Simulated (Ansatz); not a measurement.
W(O)(F)4 cation (F₄OW), SMILES [O]=[W]([F])([F])([F])[F] (connectivity only; charge and spin as stated), charge +1, multiplicity 2.

Geometry optimised at PBE0-D3(BJ)/def2-SVP. The spin state was assumed, not searched. The isomer is the one that the SMILES or the coordinates give; other isomers of the formula were not compared. The def2 effective core potentials stand for the cores of W; spin–orbit coupling is left out.

Two levels are set side by side: PBE/def2-SVPD (Ansatz, an electronic-structure program) and PBE0/def2-SVPD (Ansatz). Energy differences of separate SCF runs at the same geometry; the states with an electron removed or added have multiplicity 3 and 1. Differences are taken from unrounded values.

```
quantity                          PBE0    PBE  PBE minus PBE0
-------------------------------  -----  -----  --------------
vertical ionisation energy (eV)  20.07  19.71           -0.36
vertical electron affinity (eV)  10.88  10.86           -0.02
```

On these quantities the two levels nearly agree.
